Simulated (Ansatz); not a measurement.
Name a neutral molecule of C, Cl, O, Si and H with HOMO energy (PBE/def2-TZVPP) between -7.55 and -7.25 eV and HOMO energy (ωB97M-V/def2-TZVPP) between -10.65 and -10.35 eV (Ansatz, PBE0-D4/def2-TZVP geometry).

`CO[Si]([SiH3])(Cl)Cl` (-7.27 eV, -10.50 eV). Other molecules can fit too; these were computed, each in one conformer that needn't be the lowest.
